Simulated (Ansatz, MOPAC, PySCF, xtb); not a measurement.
Lewis adduct: BH3 (SMILES B) (first 4 atoms) with C2H6O (SMILES COC); geometry from B3LYP-D3(BJ)/def2-TZVP, rigid monomers moved along the line of their centres of mass till B1···O6 is 1.49 Å.
(charge 0, multiplicity 1):
```xyz
13

B      0.149     0.227     1.095
H      1.281     0.513     0.806
H     -0.686     1.020     0.750
H     -0.144    -0.931     0.901
C     -1.155     0.191     3.160
O      0.147     0.379     2.581
C      1.161    -0.409     3.225
H     -1.102     0.423     4.223
H     -1.484    -0.838     3.003
H     -1.823     0.877     2.649
H      1.172    -0.165     4.287
H      2.103    -0.141     2.759
H      0.957    -1.471     3.073
```

| level | interaction energy (kcal/mol) |
|---|---|
| PM3 | -36.73 |
| GFN1-xTB | -19.93 |
| GFN2-xTB | -20.01 |
| HF/aug-cc-pVDZ | -14.72 |
| r2SCAN/def2-TZVPPD | -30.41 |
| r2SCAN-D3(BJ)/def2-TZVPPD | -31.05 |
| B3LYP/3-21G (no counterpoise) | -37.16 |
| B3LYP/6-311+G** (no counterpoise) | -23.38 |
| B3LYP/def2-TZVPPD | -24.02 |
| B3LYP-D4/def2-TZVPPD | -27.34 |
| wB97X-V/def2-TZVPPD | -28.83 |
| MP2/6-31G* (no counterpoise) | -29.39 |
| CCSD/aug-cc-pVDZ | -21.11 |
| CCSD(T)/aug-cc-pVDZ | -21.99 |

The rows run from -37.16 (B3LYP/3-21G (no counterpoise)) to -14.72 kcal/mol (HF/aug-cc-pVDZ). In aug-cc-pVDZ the value moves HF -14.72, CCSD -21.11, CCSD(T) -21.99, a shift of -7.27 from HF to CCSD(T). The dispersion term adds -0.63 in r2SCAN-D3(BJ), -3.32 in B3LYP-D4. The 3 functionals in def2-TZVPPD without D3 or D4 span 6.39, from r2SCAN to B3LYP.

Counterpoise-corrected where a basis set is named; no monomer relaxation. Rows marked so take none.

Correlated levels freeze the cores. Rows in 3-21G, 6-311+G**, 6-31G* carry no dispersion term and start afresh at each structure (6-31G* with six Cartesian d functions). MP2/6-31G* freezes PySCF's default core. The state that PM3 reach isn't checked.

Programs: Ansatz (an electronic-structure program); MOPAC for PM3 (differences of heats of formation); PySCF for 3-21G rows, 6-311+G** rows, 6-31G* rows, the dispersion terms; xtb for the GFN methods.
